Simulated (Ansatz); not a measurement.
Reaction (SMILES): B(=O)F → B atom + F atom + O atom
B3LYP-D3(BJ)/def2-TZVP geometries, fixed; electronic energies without zero-point terms.
Largest species:
```
B
O 1 1.2071
F 1 1.2860 2 180.00
```
Charge 0, spin multiplicity 1.

Basis-set convergence of the atomisation energy at HF with Ansatz (a first-principles code). All functions are spherical. Open shells are unrestricted. No added dispersion term, no relativity. Functions are those of the species that has most. Reference: the value in aug-pcseg-3, 256.80 kcal/mol, itself unsure by roughly 1.10 kcal/mol (its mean distance from aug-cc-pVQZ, cc-pV5Z, def2-QZVPPD).

```csv
basis,functions,atomisation energy (kcal/mol)
STO-3G,15,243.59
6-31G,27,(withheld)
cc-pVDZ,42,(withheld)
6-311+G**,66,249.07
aug-cc-pVDZ,69,243.50
def2-TZVPP,93,(withheld)
"6-311++G(3df,3pd)",117,(withheld)
def2-QZVPPD,195,255.60
aug-cc-pVQZ,240,255.70
```

### Question
Complete the blanks.

### Answer

- 6-31G, atomisation energy (kcal/mol): 210.23
- cc-pVDZ, atomisation energy (kcal/mol): 241.81
- def2-TZVPP, atomisation energy (kcal/mol): 254.55
- 6-311++G(3df,3pd), atomisation energy (kcal/mol): 257.83
